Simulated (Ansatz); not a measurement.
`FC[SiH]([SiH3])Cl` and `CC[SiH]([SiH3])Cl` differ in one atom or group.

Ansatz, PBE0-D4/def2-TZVP geometries, multiplicity 1. Each molecule was computed in one conformer, which needn't be the lowest.

```json
{"property": "HOMO energy (PBE/def2-TZVPP) / eV", "`FC[SiH]([SiH3])Cl`": "-6.93"}
{"property": "HOMO–LUMO gap (PBE0/def2-TZVPP) / eV", "`FC[SiH]([SiH3])Cl`": "7.52"}
{"property": "HOMO energy (ωB97M-V/def2-TZVPP) / eV", "`FC[SiH]([SiH3])Cl`": "-10.23"}
{"property": "LUMO energy (ωB97M-V/def2-TZVPP) / eV", "`FC[SiH]([SiH3])Cl`": "1.21"}
{"property": "LUMO energy (PBE/def2-TZVPP) / eV", "`FC[SiH]([SiH3])Cl`": "-1.54"}
{"property": "HOMO energy (PBE0/def2-TZVPP) / eV", "`FC[SiH]([SiH3])Cl`": "-8.17"}
```

Q: Give the same properties after the change, and the shifts. (Estimate.)

A: The calculation gave: 
```
                             property  `CC[SiH]([SiH3])Cl`  shift
    HOMO energy (PBE/def2-TZVPP) / eV                -6.72   0.21
 HOMO–LUMO gap (PBE0/def2-TZVPP) / eV                 7.69   0.17
HOMO energy (ωB97M-V/def2-TZVPP) / eV                -9.93   0.30
LUMO energy (ωB97M-V/def2-TZVPP) / eV                 1.62   0.41
    LUMO energy (PBE/def2-TZVPP) / eV                -1.06   0.48
   HOMO energy (PBE0/def2-TZVPP) / eV                -7.88   0.29
```

With PBE0 the HOMO rises by 0.29 eV and the LUMO rises by 0.46 eV, so the gap widens by about 0.17 eV. PBE moves the HOMO by 0.21 eV and ωB97M-V by 0.30 eV.
